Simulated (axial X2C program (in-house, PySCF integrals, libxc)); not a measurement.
**Low determinants of MoN⁻ at the PBE0 level, two-component**

Calculated with an in-house relativistic program for diatomic molecules. Two-component (2c) means X2C with spin–orbit coupling and atomic mean-field two-electron Coulomb and Gaunt terms. Basis: Mo dyall-acv3z [12s13p10d5f3g], N dyall-av3z [7s7p3d2f] (cores contracted in-house); Gaussian nuclei, density fitting, unrestricted open shells. Masses: Mo 97.905 u, N 14.003 u.

Search at 1.625 Å (vertical energies from the lowest determinant):

```json
{"ΔE (eV)": "0.00", "state": "Ω = 1", "electrons beyond evenly filled partner blocks": "ω = -3/2, ω = 5/2", "electrons in ±ω = 1/2, 3/2, 5/2, 7/2": "34 13 3 0"}
{"ΔE (eV)": "0.54", "state": "Ω = 3", "electrons beyond evenly filled partner blocks": "ω = 1/2, ω = 5/2", "electrons in ±ω = 1/2, 3/2, 5/2, 7/2": "33 14 3 0"}
{"ΔE (eV)": "0.80", "state": "Ω = 0", "electrons beyond evenly filled partner blocks": "none", "electrons in ±ω = 1/2, 3/2, 5/2, 7/2": "34 14 2 0"}
{"ΔE (eV)": "0.91", "state": "Ω = 2", "electrons beyond evenly filled partner blocks": "2 × ω = 1/2, ω = -3/2, ω = 5/2", "electrons in ±ω = 1/2, 3/2, 5/2, 7/2": "34 13 3 0"}
{"ΔE (eV)": "0.95", "state": "Ω = 4", "electrons beyond evenly filled partner blocks": "ω = 3/2, ω = 5/2", "electrons in ±ω = 1/2, 3/2, 5/2, 7/2": "34 13 3 0"}
{"ΔE (eV)": "1.02", "state": "Ω = 0", "electrons beyond evenly filled partner blocks": "ω = -1/2, 2 × ω = 3/2, ω = -5/2", "electrons in ±ω = 1/2, 3/2, 5/2, 7/2": "33 14 3 0"}
{"ΔE (eV)": "1.10", "state": "Ω = 0", "electrons beyond evenly filled partner blocks": "none", "electrons in ±ω = 1/2, 3/2, 5/2, 7/2": "34 12 4 0"}
```

Lowest determinant, Ω = 1 (⟨Sz⟩ = 1.00, ⟨Lz⟩ = 0.00 at PBE0): Re = 1.622 Å, ωe = 1126.7 cm⁻¹.

The determinant in row 2 of the search, Ω = 3 (⟨Sz⟩ = 2.00, ⟨Lz⟩ = 1.00 at PBE0), was followed along the bond at PBE0; measured from the minimum of the lowest determinant it gives:

Te = 0.541 eV (4366 cm⁻¹), Re = 1.632 Å, ωe = 1045.2 cm⁻¹.

Question: Compare the bond of the determinant in row 2 with that of the lowest one.

Answer: At PBE0 its Re is 0.010 Å longer and its force constant, which goes as ωe², is 0.86 times that of the lowest determinant. T0 ≈ Te + Δωe/2 = 4366 + (-41) = 4325 cm⁻¹.

The search compares states at one distance, so a state with another bond length can lie lower; it is not exhaustive and yields mostly the lowest determinant of each block pattern, so other components and higher states of one pattern are missing. These are energies of single determinants, not of spin-adapted states; PBE0 term energies can be off by some tenths of an eV, and the functional has no current term. Open-shell Ω = 0 determinants with evenly filled partner blocks cannot be reached by this program, so the Ω shown need not be the lowest component. For an anion, determinants above electron detachment are held by the basis set. The highest occupied level of some functionals is positive through self-interaction error; at Hartree–Fock it is bound. Row 1 has a positive highest level at its minimum. Row 2 has a positive highest level at its minimum.
